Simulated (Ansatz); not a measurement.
Mulliken charges of `C[Se][SiH2]S` from PBE/def2-TZVPP in Ansatz (PBE0-D4/def2-TZVP geometry).

```csv
atom,x (Å),y (Å),z (Å),charge (e)
C1,-1.234,1.150,-0.577,-0.347
Se2,-0.474,0.885,1.207,-0.083
Si3,0.542,-1.090,0.783,0.229
S4,1.922,-1.003,-0.847,-0.245
H5,-0.451,1.056,-1.326,0.133
H6,-1.642,2.158,-0.592,0.135
H7,-2.027,0.427,-0.757,0.138
H8,-0.417,-2.137,0.349,-0.043
H9,1.195,-1.468,2.060,-0.041
H10,2.670,-0.030,-0.298,0.125
```

Question: By hand: the dipole of these point charges (1 e Å = 4.8032 D).

Answer: Σ q r = (-0.138, 0.163, -0.011) e Å, of length 0.214 e Å = 1.03 D.

Question: How does the dipole of the full density compare? (An estimate is asked.)

Answer: Ansatz gave: (-0.080, 0.121, -0.111) e Å, 0.88 D; the point charges give 1.17 times that, at 35° from its direction.

Point charges leave out the atoms' own dipoles, such as those of lone pairs, and Mulliken's split depends on the basis, so the two needn't agree.
